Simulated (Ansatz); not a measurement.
Stepwise reaction of `[SH][Zn][SH]` with ammonia, as a gas-phase model of exchange steps in deposition or etching. ΔE in kJ/mol; ΔG adds harmonic PBE0-D4 terms to CCSD(T)/CBS, at 1 bar.

Computed with Ansatz on PBE0-D4/def2-TZVP structures; ΔE is electronic, products minus reactants. CCSD(T)/CBS adds triple-zeta CCSD(T) − MP2 to the extrapolated MP2 energy (def2 sets, frozen cores). This one scheme is used for every species. DFT in def2-TZVPP. B3LYP here is the variant with VWN-RPA as its local correlation; programs differ in this. For Zn outer-core shells are correlated without core-valence functions, which leaves a few kJ/mol of doubt a bond. Scalar relativity is left out up to krypton. Each species was taken in one conformer, which may not be the lowest.

```json
{"step": "1", "reaction": "`[SH][Zn][SH]` + NH₃ → `[NH2][Zn][SH]` + H₂S", "PBE-D4": "81.7", "B3LYP-D4": "81.6", "ωB97M-V": "82.3", "CCSD(T)/CBS": "83.1", "ΔG(600 K)": "68.4"}
{"step": "2", "reaction": "`[NH2][Zn][SH]` + NH₃ → `[NH2][Zn][NH2]` + H₂S", "PBE-D4": "82.4", "B3LYP-D4": "82.0", "ωB97M-V": "83.3", "CCSD(T)/CBS": "83.5", "ΔG(600 K)": "75.9"}
```

Problem. By hand: ΔE of the 2 steps together at CCSD(T)/CBS.

Solution. (83.1) + (83.5) = 166.6 kJ/mol, or 83.3 kJ/mol a step.

In ΔE the steps differ by no more than 0.4 kJ/mol. All are uphill at CCSD(T)/CBS. ΔG lies between 68.4 and 75.9 kJ/mol a step. PBE-D4 differs from CCSD(T)/CBS by -1.4 to -1.1 kJ/mol a step. Isolated molecules leave out the surface, adducts and barriers. Largest T1 diagnostic: 0.015.
